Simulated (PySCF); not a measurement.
Species: C9H9 (doublet state).
Geometry (GFN2-xTB, Å), atoms numbered from 1 in this order:
```xyz
18
C9H9 angstrom
C     -2.8204   -0.9794   -0.6149
C     -1.6769   -0.2579   -0.3421
C     -1.7058    1.1587   -0.2119
C     -0.5563    1.8589    0.0556
C      0.6599    1.2049    0.2103
C      0.7365   -0.1919    0.0958
C      1.9887   -0.9252    0.2569
C      3.1641   -0.4213    0.6108
C     -0.4194   -0.8983   -0.1802
H     -2.7939   -2.0494   -0.7130
H     -3.7708   -0.4925   -0.7377
H     -2.6490    1.6711   -0.3299
H     -0.5923    2.9354    0.1487
H      1.5480    1.7804    0.4166
H      1.9116   -1.9893    0.0681
H      4.0347   -1.0468    0.7085
H      3.3132    0.6237    0.8206
H     -0.3807   -1.9747   -0.2738
```

The hyperfine couplings belong to this conformer and change with its torsions.

As a line formula: `[CH2]C1=CC(C=C)=CC=C1` [radical].

The calculation used UKS B3LYP, pcH-1 on C H, non-relativistic, mean-field spin-orbit, GIAO in PySCF 2.14.0. Isolated species at its GFN2-xTB geometry (one conformer only). A GFN2-xTB geometry isn't a minimum of the functional, and hyperfine couplings can be far from their values at a DFT geometry. Stability of the SCF solution: not tested. ⟨S²⟩ is 0.786 where a pure state has 0.75.

(1) What is the g tensor, term by term?

(2) How much does each term add to the isotropic shift?

(3) At 9.706 GHz, how far is the centre of the isotropic spectrum from where a free electron (g = 2.002319) resonates?

(4) What effective moment and Curie constant follow for a powder?

(5) In a frozen sample, at which fields do the three g values resonate at 9.5, 34, 94 and 263 GHz (hyperfine left aside), and which band first spreads them over more than twice a line width of 0.3 mT?

Results:

(1) 
```json
{"Δg (ppm)": "relativistic mass correction", "1": "-141", "2": "-141", "3": "-141"}
{"Δg (ppm)": "gauge correction", "1": "-1", "2": "26", "3": "35"}
{"Δg (ppm)": "orbital Zeeman/spin–orbit", "1": "0", "2": "584", "3": "610"}
{"Δg (ppm)": "total", "1": "-142", "2": "470", "3": "505"}
```

So g = 2.00218, 2.00279, 2.00282 and g_iso = 2.00260; the tensor is close to axial: the two nearest values differ by 5 % of g3 − g1. Axes: g1 is normal to the molecular plane and g3 points within 2° of the C3–C4 bond.

(2) The orbital-Zeeman/spin–orbit term 398, the mass correction -141 and the gauge correction 20 ppm, for a total of 277 ppm. The orbital-Zeeman/spin–orbit term is the largest in size. The mass correction is the same along every axis, so the anisotropy comes from the other two: their spans along these axes are 36 (gauge) and 611 ppm (orbital Zeeman/spin–orbit).

(3) B = hν/(g μB) with μB/h = 13.99624 MHz/mT gives 346.33 mT for the free electron and 346.29 mT at g_iso, 0.05 mT lower.

(4) With the mean of g² = 4.0104 and S(S+1) = 0.75: μ_eff = √(⟨g²⟩S(S+1)) = 1.734 μB and χT = 0.12505·⟨g²⟩·S(S+1) = 0.376 cm³ K/mol (cgs; spin-Hamiltonian part alone).

(5) 
```tsv
band	GHz	B(g3) mT	B(g2) mT	B(g1) mT	spread mT
X	9.5	338.90	338.90	339.01	0.11
Q	34.0	1212.90	1212.92	1213.29	0.39
W	94.0	3353.31	3353.37	3354.39	1.08
J	263.0	9382.13	9382.29	9385.16	3.03
```

The spread grows in proportion to the frequency. W band is the first where it exceeds 0.6 mT.

Largest spin populations (Mulliken): C1 (+0.75), C5 (+0.32), C3 (+0.27) and C9 (+0.25). Four atoms exceed +0.15. The angles at C1 add up to 360.0°, so it is planar; its axial dipolar tensor and the negative couplings of its protons fit spin in a p orbital normal to that plane.

The HOMO–LUMO gaps are 4.00 eV among the α and 3.86 eV among the β orbitals.

On Arm Neoverse V2, one thread, shared host, this took 1.9 min wall (grids of density and orbitals included) and 1.1 GiB of memory at its peak.
